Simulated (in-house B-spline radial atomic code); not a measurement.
Values are calculated unless marked as measured or tabulated.
## Stopping and range of 120 keV W in InSb

The pair potential comes from two frozen, spherical free-atom densities (PBE, B-spline radial code, scalar-relativistic past argon): electrostatics plus the change in Thomas-Fermi kinetic and Dirac exchange energy where they overlap, the recipe behind the universal ZBL potential, which averages such potentials (from solid-state densities) over many pairs. It is written V = (Z1 Z2 e²/r) φ(r/a), with e² = 14.3996 eV·Å and a = 0.46850 Å/(Z1^0.23 + Z2^0.23); ZBL's fit is φ = 0.18175 e^(−3.1998x) + 0.50986 e^(−0.94229x) + 0.28022 e^(−0.4029x) + 0.02817 e^(−0.20162x). Where φ falls below 4e-4 it is continued as an exponential.

The target is taken as amorphous, with density 5.77 g/cm³ (NSM archive of the Ioffe Institute); channelling is ignored. Masses: W 183.84, In 114.82, Sb 121.76 u. Nuclear stopping is S_n = 4π a Z1 Z2 e² M1/(M1 + M2) × s_n(ε), with s_n integrated over impact parameters for each pair. Electronic stopping is Lindhard and Scharff's S_e = Z1^(1/6) 8π e² a0 Z1 Z2/(Z1^(2/3) + Z2^(2/3))^(3/2) × v/v0, with a0 = 0.529177 Å and v = v0 at 24.801 keV/u; it misses the oscillations with Z1 seen in experiment, which reach tens of per cent. Compounds add by atom fraction.

```tsv
target atom	a (Å)	ε at this energy	s_n, this pair	s_n, ZBL potential
In	0.09117	0.08056	0.2963	0.3053
Sb	0.09077	0.07986	0.2959	0.3047
```

Q: What are the atom density and the stopping powers at entry?

A: N = 5.77 × 0.602214/118.29 = 0.02938 atoms/Å³. For In: S_n = 36820 × 0.2963 = 10910 eV·Å², S_e = 3.8576 × √120000 = 1336 eV·Å². For Sb: S_n = 37290 × 0.2959 = 11030 eV·Å², S_e = 3.9457 × √120000 = 1367 eV·Å². Averaged over the target's atoms (half each) and times N × 10 Å/nm, the ion loses N S_n = 3220 eV/nm to recoils and N S_e = 397 eV/nm to electrons; the nuclear share is 89 %.

Along the track:

```csv
E (keV),N S_n (eV/nm),N S_e (eV/nm)
6,1180,88.8
18,1850,154
36,2360,217
60,2740,281
90,3030,344
120,3220,397
```

Q: Estimate the path length and the projected range.

A: With continuous slowing down the path is the integral of dE/(N (S_n + S_e)). Trapezoids over the table give 42.3 nm, and the stretch below the first row, with stopping taken as √E, adds 2E/(N S) = 9.4 nm: 51.7 nm in all, against 51.1 nm on a fine grid from 5 eV. Deflections shorten the depth: to first order in the energy passed on, N (S_n + S_e) dR_p/dE = 1 − N S_n (M2/M1) R_p/(2E), summed over the target's atoms, and integrating this on the fine grid gives R_p = 34 nm, 0.66 of the path. Lindhard's rule of thumb R/(1 + M2/3M1), with mean M2/M1 = 0.64, gives 42.1 nm. On the ZBL potential the same equation gives 33.1 nm, and the full integral equation, which keeps hard collisions, 34.3 nm.
